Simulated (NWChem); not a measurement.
System: C₃H₅ClSi; SMILES C=C=C[SiH2]Cl

Here is an NWChem input.

```
start job
memory heap 200 mb stack 900 mb global 1100 mb
geometry units angstroms noautoz
  C     -0.207613    -3.231637    -0.469069
  C     -0.278394    -2.073503     0.133722
  C     -0.321670    -0.897430     0.712359
  Si     0.725332     0.509462     0.091660
  Cl    -0.484681     2.054246    -0.586218
  H      0.517392    -3.989113    -0.154790
  H     -0.877979    -3.475890    -1.299318
  H     -0.984885    -0.750078     1.575877
  H      1.573365     0.035597    -1.034479
  H      1.560260     1.073330     1.189640
end
basis spherical
  * library def2-tzvp
end
dft
  xc xcamb88 1.00 lyp 0.81 vwn_5 0.19 hfexch 1.00
  cam 0.33 cam_alpha 0.19 cam_beta 0.46
  iterations 150
  semidirect filesize 400000000
  mulliken
end
task dft energy
```

NWChem printed, in part:

```
             Northwest Computational Chemistry Package (NWChem) 7.3.0
             --------------------------------------------------------

 C1  symmetry detected

                             Geometry "geometry" -> ""
                             -------------------------

 Output coordinates in angstroms (scale by  1.889725989 to convert to a.u.)

  No.       Tag          Charge          X              Y              Z
 ---- ---------------- ---------- -------------- -------------- --------------
    1 C                    6.0000    -0.50677809     3.14915091     0.40117087
    2 C                    6.0000    -0.18833346     2.04242579    -0.21801716
    3 C                    6.0000     0.14145376     0.91613257    -0.80329083
    4 Si                  14.0000     0.76825995    -0.52649080     0.19007584
    5 Cl                  17.0000    -0.53753346    -2.13140909     0.01934652
    6 H                    1.0000     0.23527925     3.93584536     0.57039313
    7 H                    1.0000    -1.52696781     3.32009384     0.75943746
    8 H                    1.0000     0.04638153     0.83246202    -1.89470761
    9 H                    1.0000     0.86379755    -0.13674261     1.62216033
   10 H                    1.0000     2.08588566    -0.99308849    -0.32641331

 Effective nuclear repulsion energy (a.u.)     239.3574823377

                                 NWChem DFT Module
                                 -----------------

 Summary of "ao basis" -> "ao basis" (spherical)
 ------------------------------------------------------------------------------
       Tag                 Description            Shells   Functions and Types
 ---------------- ------------------------------  ------  ---------------------
 C                         def2-tzvp                11       31   5s3p2d1f
 Si                        def2-tzvp                13       37   5s5p2d1f
 Cl                        def2-tzvp                13       37   5s5p2d1f
 H                         def2-tzvp                 4        6   3s1p

            General Information
            -------------------
          SCF calculation type: DFT
          Wavefunction type:  closed shell.
          No. of atoms     :    10
          No. of electrons :    54
           Alpha electrons :    27
            Beta electrons :    27
          Charge           :     0
          Spin multiplicity:     1
          Use of symmetry is: off; symmetry adaption is: off
          Maximum number of iterations: 150
          AO basis - number of functions:   197
                     number of shells:    79
          Convergence on energy requested:  1.00D-06
          Convergence on density requested:  1.00D-05
          Convergence on gradient requested:  5.00D-04

              XC Information
              --------------
                     Hartree-Fock (Exact) Exchange  1.000
                   CAM-Becke88 Exchange Functional  1.000
                      VWN V Correlation Functional  0.190 local
              Lee-Yang-Parr Correlation Functional  0.810

           Range-Separation Parameters
           ---------------------------
           Alpha           :  0.19
           Beta            :  0.46
           Gamma           :  0.33
           Short-Range HF  :     F

             Grid Information
             ----------------
          Grid used for XC integration:  medium
          Radial quadrature: Mura-Knowles
          Angular quadrature: Lebedev.
          Tag              B.-S. Rad. Rad. Pts. Rad. Cut. Ang. Pts.
          ---              ---------- --------- --------- ---------
          C                   0.70       49          13.0       434
          Si                  1.10       88          12.0       590
          Cl                  1.00       88          14.0       590
          H                   0.35       45          14.0       434
          Grid pruning is: on
          Number of quadrature shells:   548
          Spatial weights used:  Erf1

      Superposition of Atomic Density Guess
      -------------------------------------

 Sum of atomic energies:        -863.82612971

      Non-variational initial energy
      ------------------------------

 Total energy =    -866.146732
 1-e energy   =   -1665.125740
 2-e energy   =     559.621526
 HOMO         =      -0.298325
 LUMO         =      -0.011514

     ---------------------------------------------
      Total Density - Mulliken Population Analysis
     ---------------------------------------------

    Atom       Charge   Shell Charges
 -----------   ------   -------------------------------------------------------
    1 C    6     6.49   0.86  1.12  0.56  0.67  0.12  1.26  1.36  0.50  0.01  0.02  0.00
    2 C    6     5.78   0.86  1.12  0.60  0.50  0.08  1.11  1.18  0.25  0.02  0.05  0.02
    3 C    6     6.52   0.86  1.12  0.56  0.66  0.12  1.25  1.45  0.45  0.01  0.04  0.00
    4 Si  14    13.28   2.00  0.59  1.39  0.85  0.40  4.11  1.73  0.48  1.11  0.32  0.11  0.15  0.03
    5 Cl  17    17.41   2.01  0.45  1.52  1.11  0.84  4.19  1.69  1.11  2.97  1.51  0.00  0.02  0.00
    6 H    1     0.81   0.23  0.43  0.12  0.02
    7 H    1     0.81   0.23  0.43  0.12  0.02
    8 H    1     0.81   0.23  0.43  0.12  0.02
    9 H    1     1.05   0.23  0.54  0.27  0.01
   10 H    1     1.05   0.23  0.54  0.27  0.01

   convergence    iter        energy       DeltaE   RMS-Dens  Diis-err
 ---------------- ----- ----------------- --------- --------- ---------
 d= 0,ls=0.0,diis     1   -866.9631684696 -1.11D+03  4.38D-03  1.17D+00
 d= 0,ls=0.0,diis     2   -867.0182177917 -5.50D-02  1.55D-03  8.02D-02
 d= 0,ls=0.0,diis     3   -867.0235511302 -5.33D-03  6.30D-04  4.48D-02
 d= 0,ls=0.0,diis     4   -867.0287929202 -5.24D-03  8.75D-05  7.12D-04
 d= 0,ls=0.0,diis     5   -867.0288645232 -7.16D-05  4.37D-05  1.69D-04
  Resetting Diis
 d= 0,ls=0.0,diis     6   -867.0288875999 -2.31D-05  1.28D-05  5.32D-06
 d= 0,ls=0.0,diis     7   -867.0288886280 -1.03D-06  4.36D-06  6.17D-07
 d= 0,ls=0.0,diis     8   -867.0288886743 -4.63D-08  1.92D-06  4.27D-07

         Total DFT energy =     -867.028888674324
      One electron energy =    -1669.384975352593
           Coulomb energy =      630.238696080609
    Exchange-Corr. energy =      -67.240091740008
 Nuclear repulsion energy =      239.357482337668

 Numeric. integr. density =       53.999989407453

                       DFT Final Molecular Orbital Analysis
                       ------------------------------------

 Vector   25  Occ=2.000000D+00  E=-3.764698D-01
              MO Center=  4.2D-03, -1.5D+00,  1.8D-01, r^2= 3.1D+00
   Bfn.  Coefficient  Atom+Function         Bfn.  Coefficient  Atom+Function
  ----- ------------  ---------------      ----- ------------  ---------------
   147      0.354847   5 Cl pz              150      0.243427   5 Cl pz
   145     -0.230102   5 Cl px              144      0.175307   5 Cl pz
   146      0.160383   5 Cl py              148     -0.156818   5 Cl px
   138     -0.140459   5 Cl pz              187     -0.136343   9 H  s
   188     -0.128071   9 H  s               193      0.119318  10 H  s

 Vector   26  Occ=2.000000D+00  E=-3.473715D-01
              MO Center=  5.3D-03,  1.3D+00, -3.7D-01, r^2= 3.2D+00
   Bfn.  Coefficient  Atom+Function         Bfn.  Coefficient  Atom+Function
  ----- ------------  ---------------      ----- ------------  ---------------
    68      0.273124   3 C  px               71      0.233660   3 C  px
    37      0.226508   2 C  px               40      0.191930   2 C  px
    74      0.150381   3 C  px               43      0.118421   2 C  px
   146      0.108768   5 Cl py              169     -0.101121   6 H  s
   175      0.101245   7 H  s                69      0.095355   3 C  py

 Vector   27  Occ=2.000000D+00  E=-3.333626D-01
              MO Center= -2.2D-01,  2.0D+00, -8.6D-03, r^2= 3.7D+00
   Bfn.  Coefficient  Atom+Function         Bfn.  Coefficient  Atom+Function
  ----- ------------  ---------------      ----- ------------  ---------------
     8      0.258228   1 C  pz               11      0.212563   1 C  pz
    39      0.189768   2 C  pz               42      0.163806   2 C  pz
    14      0.155183   1 C  pz                7     -0.119262   1 C  py
    70     -0.110778   3 C  pz               10     -0.109840   1 C  py
   181      0.108623   8 H  s               146      0.107440   5 Cl py

 Vector   28  Occ=0.000000D+00  E= 1.444080D-02
              MO Center=  1.3D-01,  1.1D+00, -1.3D-01, r^2= 5.2D+00
   Bfn.  Coefficient  Atom+Function         Bfn.  Coefficient  Atom+Function
  ----- ------------  ---------------      ----- ------------  ---------------
   170      0.498735   6 H  s               112      0.453463   4 Si py
   176     -0.445220   7 H  s                43     -0.385605   2 C  px
   135      0.307656   5 Cl s                75      0.295138   3 C  py
    37     -0.277355   2 C  px              111      0.249566   4 Si px
    40     -0.232087   2 C  px               36     -0.222913   2 C  s

 Vector   29  Occ=0.000000D+00  E= 3.680870D-02
              MO Center= -1.2D-01,  1.9D+00, -1.2D-01, r^2= 5.1D+00
   Bfn.  Coefficient  Atom+Function         Bfn.  Coefficient  Atom+Function
  ----- ------------  ---------------      ----- ------------  ---------------
   182      0.650943   8 H  s                98     -0.583432   4 Si s
    14     -0.544709   1 C  pz               45      0.516042   2 C  pz
    13      0.303215   1 C  py               39      0.259597   2 C  pz
   194      0.252059  10 H  s                97     -0.250653   4 Si s
   112     -0.224651   4 Si py                8     -0.220847   1 C  pz

 Vector   30  Occ=0.000000D+00  E= 6.818420D-02
              MO Center=  6.2D-01, -6.9D-02,  2.5D-01, r^2= 7.5D+00
   Bfn.  Coefficient  Atom+Function         Bfn.  Coefficient  Atom+Function
  ----- ------------  ---------------      ----- ------------  ---------------
    67      2.064138   3 C  s               112     -1.330781   4 Si py
    98     -0.913778   4 Si s               113      0.881879   4 Si pz
   182     -0.668059   8 H  s               111      0.662544   4 Si px
   176     -0.623866   7 H  s                75     -0.613151   3 C  py
     4      0.538058   1 C  s               194     -0.538079  10 H  s

     ---------------------------------------------
      Total Density - Mulliken Population Analysis
     ---------------------------------------------

    Atom       Charge   Shell Charges
 -----------   ------   -------------------------------------------------------
    1 C    6     6.31   0.85  1.12  0.53  0.62  0.13  1.35  1.17  0.50  0.02  0.03  0.00
    2 C    6     5.96   0.86  1.11  0.61  0.43  0.07  1.27  1.19  0.34  0.02  0.06  0.01
    3 C    6     6.29   0.85  1.12  0.52  0.62  0.10  1.34  1.23  0.45  0.01  0.03  0.00
    4 Si  14    13.56   2.00  0.57  1.39  0.91  0.33  4.13  1.68  0.62  1.25  0.24  0.17  0.22  0.05
    5 Cl  17    17.25   2.01  0.43  1.52  1.13  0.78  4.19  1.66  1.15  2.80  1.52  0.01  0.03  0.00
    6 H    1     0.85   0.27  0.47  0.09  0.02
    7 H    1     0.85   0.27  0.47  0.09  0.02
    8 H    1     0.85   0.26  0.47  0.09  0.02
    9 H    1     1.03   0.25  0.52  0.25  0.01
   10 H    1     1.04   0.25  0.52  0.26  0.01

     -------------------------------------------
      Total Density - Lowdin Population Analysis
     -------------------------------------------

    Atom       Charge   Shell Charges
 -----------   ------   -------------------------------------------------------
    1 C    6     6.21   0.91  1.03  0.36  0.36  0.18  1.15  1.34  0.64  0.02  0.18  0.03
    2 C    6     6.09   0.91  1.03  0.36  0.34  0.17  1.07  1.16  0.58  0.02  0.39  0.05
    3 C    6     6.29   0.91  1.04  0.35  0.35  0.20  1.14  1.36  0.67  0.02  0.23  0.03
    4 Si  14    13.97   2.00  0.83  1.09  0.52  0.32  3.85  1.87  0.70  1.15  0.62  0.17  0.67  0.17
    5 Cl  17    16.81   1.98  0.84  1.14  0.90  0.76  3.93  1.90  1.27  2.47  1.59  0.01  0.04  0.00
    6 H    1     0.86   0.25  0.38  0.17  0.06
    7 H    1     0.86   0.25  0.38  0.17  0.06
    8 H    1     0.84   0.24  0.37  0.16  0.06
    9 H    1     1.03   0.25  0.47  0.29  0.02
   10 H    1     1.04   0.25  0.47  0.30  0.02

     Multipole analysis of the density
     ---------------------------------

     L   x y z        total         alpha         beta         nuclear
     -   - - -        -----         -----         ----         -------
     0   0 0 0     -0.000000    -27.000000    -27.000000     54.000000

     1   1 0 0      0.215770      0.107885      0.107885     -0.000000
     1   0 1 0      0.729317      0.364659      0.364659     -0.000000
     1   0 0 1     -0.030805     -0.015403     -0.015403     -0.000000

     2   2 0 0    -33.350841    -56.912681    -56.912681     80.474521
     2   1 1 0     -1.042568      5.882235      5.882235    -12.807038
     2   1 0 1     -0.260892      0.192019      0.192019     -0.644930
     2   0 2 0    -33.052532   -371.650069   -371.650069    710.247605
     2   0 1 1      1.127120     -2.440207     -2.440207      6.007533
     2   0 0 2    -33.090655    -39.515486    -39.515486     45.940318
```

Level: CAM-B3LYP/def2-TZVP. Structure relaxed at the PBE0/def2-SVP level.
